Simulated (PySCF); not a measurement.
How methods differ on the excitation energy of Pb

Pb [Xe] 4f14 5d10 6s2 6p2 (3P) → Pb [Xe] 4f14 5d10 6s2 6p1 7s1 (3P), as a difference of total energies. All numbers are calculated (PySCF 2.14, the spin-free X2C one-electron Hamiltonian (Gaussian nucleus), in aug-cc-pVTZ-DK3). Correlated levels: valence: [Xe] 4f14 5d10 frozen. The calculations carry no spin-orbit coupling.

```csv
method,excitation energy (eV)
UHF,3.831
MP2 (valence),3.901
SCS-MP2 (valence),3.895
CCSD (valence),3.902
CCSD(T) (valence),3.905
```

**Question.** How much does correlation contribute at CCSD(T) (valence)?

**Answer.** 3.905 − (3.831) = 0.074 eV, measured against UHF.

Spin-orbit coupling is strong in these open shells (close to jj coupling). The scalar numbers leave it out and a first-order estimate fails, so it can dominate the gap to the real levels.

The promoted electron is Rydberg-like, and one or two diffuse shells describe it only roughly, which tends to raise the upper state.
